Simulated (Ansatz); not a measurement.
Correlation energies of ClFH$_{2}$SeSn (`[F][SnH]([Cl])[SeH]`) by basis set

```xyz
6

F    -1.895   -0.676    0.353
Sn   -0.025   -0.598   -0.034
Cl    0.920   -0.375    2.061
Se    0.424    1.439   -1.402
H     0.392   -2.075   -0.754
H     0.184    2.285   -0.224
```

The species carries charge 0 and has multiplicity 1. Correlated methods include outer-core shells of Se, Sn, which these sets cover unevenly. Scalar relativity is left out up to krypton. Sn takes the def2 core potential. Geometry: relaxed with PBE0-D4/def2-TZVP. It is one conformer, not always the lowest. Frozen core, restricted reference, the Gaussian-basis code of Ansatz.

```csv
basis,HF (Eh),MP2 corr.,CCSD corr.,(T),CCSD(T) total
def2-SVP,-3172.86510,?,-0.68912,?,?
def2-TZVPP,-3173.46592,-1.03029,-1.04804,?,?
def2-QZVPP,?,-1.59321,–,–,–
```

(1) Fill in the withheld values. (An estimate is asked.)

Answers

(1) Computed: def2-SVP MP2 corr.: -0.66219; def2-SVP (T): -0.01558; def2-SVP CCSD(T) total: -3173.56980; def2-TZVPP (T): -0.03641; def2-TZVPP CCSD(T) total: -3174.55037; def2-QZVPP HF (Eh): -3173.53427.
